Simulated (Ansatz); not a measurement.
Consider the formal exchange of groups at the Si–S bond: `C=C[SiH2]S[SiH](F)F` + `CF` → `FC[SiH](F)F` + `C=C[SiH2]S`.

Computed with Ansatz on PBE0-D4/def2-TZVP structures; ΔE is electronic, products minus reactants. CCSD(T)/CBS is the MP2 limit (def2-TZVPP, def2-QZVPP) plus CCSD(T) − MP2 in def2-TZVPP, frozen cores. This one scheme is used for every species. Functionals use def2-TZVPP. One conformer a species, not always the lowest.

`C=C[SiH2]S[SiH](F)F`:

```xyz
13

C     1.846    0.119   -0.935
C     0.727    0.839   -0.933
Si   -0.922    0.062   -1.235
S    -2.214    0.236    0.491
Si   -0.900   -0.417    1.990
F    -0.028   -1.648    1.492
F     0.137    0.709    2.406
H     2.820    0.565   -0.750
H     1.836   -0.952   -1.115
H     0.786    1.906   -0.729
H    -0.734   -1.366   -1.587
H    -1.701    0.758   -2.288
H    -1.653   -0.811    3.191
```

`CF`:

Z-matrix (Å, degrees):
```
C
F 1 1.376
H 1 1.092 2 109.1
H 1 1.092 2 109.1 3 -120.0
H 1 1.092 2 109.1 3 120.0
```

`FC[SiH](F)F`:

Z-matrix (Å, degrees):
```
C
Si 1 1.874
F 1 1.390 2 109.3
H 1 1.095 2 111.4 3 -120.1
H 1 1.096 2 111.1 3 119.8
F 2 1.585 1 109.7 3 68.6
F 2 1.588 1 107.3 3 -174.7
H 2 1.474 1 114.1 3 -53.3
```

`C=C[SiH2]S`:

Z-matrix (Å, degrees):
```
Si
C 1 1.854
S 1 2.141 2 112.0
H 1 1.487 2 107.7 3 -123.2
H 1 1.485 2 112.2 3 115.4
C 2 1.331 1 122.0 3 120.2
H 2 1.088 1 119.2 3 -58.7
H 3 1.344 1 94.5 2 -57.1
H 6 1.087 2 121.6 1 0.6
H 6 1.086 2 122.3 1 -179.5
```

Question: Is it downhill or uphill in electronic energy at CCSD(T)/CBS, and by how much? (An estimate is asked.)

Answer: Ansatz gave: Uphill: ΔE = +21.9 kcal/mol.

Question: What do these levels give: PBE-D4, HF/def2-TZVPP, SCS-MP2/def2-TZVPP, HF/def2-QZVPP, SCS-MP2/def2-QZVPP, CCSD/CBS(def2)? (An estimate is asked.)

Answer: Computed: PBE-D4 21.8, HF/def2-TZVPP 19.7, SCS-MP2/def2-TZVPP 21.7, HF/def2-QZVPP 19.7, SCS-MP2/def2-QZVPP 22.1, CCSD/CBS(def2) 21.2 kcal/mol.

Largest T1 diagnostic among the species: 0.012.

The D4 term adds +3.1 kcal/mol with B3LYP and +1.8 kcal/mol with PBE0; it sums over pairs of atoms, weighted by their polarisabilities, and B3LYP, whose exchange is more repulsive, gets the larger term. In def2-TZVPP, CCSD(T) changes the Hartree–Fock value by +1.4 kcal/mol (the triples alone add +0.6 kcal/mol) and MP2 by +3.2 kcal/mol. From PBE to PBE0 (25 % exact exchange), in def2-TZVPP and without D4, ΔE moves by +0.7 kcal/mol.

B3LYP here is the variant with VWN-RPA as its local correlation; programs differ in this.
